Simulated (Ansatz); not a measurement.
A nudged elastic band was laid between two geometries of CH6Sn (8 atoms, charge 0, multiplicity 1).

Level of theory: Ansatz, RKS B3LYP/def2-SVP.

```yaml
movable_images: 9
climbing_image: yes
spring: 5.0 eV/Å²
optimiser: quadratic models (default)
start_path: through a guess of the saddle point
force_threshold: 0.05 eV/Å
iteration_limit: 60
end_points: relaxed
```

Initial state:

```xyz
8
Properties=species:S:1:pos:R:3
Sn 0.177 -0.035 0.405
H -0.316 -0.299 2.034
C 2.345 0.042 0.302
H 2.766 -0.916 0.640
H 2.670 0.233 -0.730
H 2.719 0.846 0.952
H -0.501 1.448 -0.150
H -0.424 -1.320 -0.573
```

Final state:

```xyz
8
Properties=species:S:1:pos:R:3
Sn -0.998 0.029 0.359
H 1.517 -0.201 1.583
C 2.308 -0.037 0.830
H 2.851 -0.979 0.676
H 1.889 0.297 -0.132
H 2.988 0.738 1.209
H -0.580 1.347 -0.779
H -0.540 -1.195 -0.864
```

**Question.** What changes between the two ends?

**Answer.** Bonds broken: Sn1–H2, Sn1–C3. Bonds formed: H2–C3. CH6Sn becomes CH4 + H2Sn.

**Question.** What energy profile does the band end with?

**Answer.** The run converged. The highest image is number 5 of 0 to 10, 2.28 eV above the first end and 2.11 eV above the last; the last end lies 0.17 eV above the first. A vibrational analysis at the climbing image gives one clearly imaginary mode, 1081i cm⁻¹: a first-order saddle point. The orbitals stay closed-shell, which can raise the energy where a bond breaks towards radicals; this wasn't checked here.

| image | path coordinate (Å) | energy (eV) | Sn1–H2 (Å) | Sn1–C3 (Å) | H2–C3 (Å) |
| --- | --- | --- | --- | --- | --- |
| 0 | 0.00 | 0.00 | 1.72 | 2.17 | 3.19 |
| 1 | 0.33 | 0.07 | 1.72 | 2.15 | 2.95 |
| 2 | 0.65 | 0.35 | 1.71 | 2.14 | 2.67 |
| 3 | 0.98 | 0.96 | 1.68 | 2.18 | 2.37 |
| 4 | 1.31 | 1.84 | 1.67 | 2.34 | 2.09 |
| 5 | 1.63 | 2.28 | 1.72 | 2.54 | 1.84 |
| 6 | 2.01 | 1.61 | 1.85 | 2.66 | 1.44 |
| 7 | 2.39 | 0.45 | 2.08 | 2.85 | 1.15 |
| 8 | 2.77 | 0.20 | 2.37 | 3.14 | 1.11 |
| 9 | 3.15 | 0.17 | 2.64 | 3.31 | 1.11 |
| 10 | 3.53 | 0.17 | 2.81 | 3.34 | 1.10 |

**Question.** What is the geometry of the highest image?

**Answer.** 
```xyz
8
Properties=species:S:1:pos:R:3
Sn -0.372 -0.057 0.455
H 0.800 -0.195 1.700
C 2.168 0.009 0.487
H 2.573 -0.975 0.751
H 2.315 0.238 -0.575
H 2.560 0.806 1.128
H -0.352 1.477 -0.334
H -0.257 -1.304 -0.731
```

**Question.** What are the harmonic wavenumbers there?

**Answer.** 1081i, 93, 328, 416, 453, 613, 703, 735, 813, 1083, 1420, 1427, 1851, 1876, 1941, 3068, 3203, 3208 cm⁻¹.

The band took 23 iterations and of the order of 9 core-minutes.

Time of the run: 4.7 min on 2 threads of Arm Neoverse V1, with other jobs on the host, peak memory 0.15 GiB.
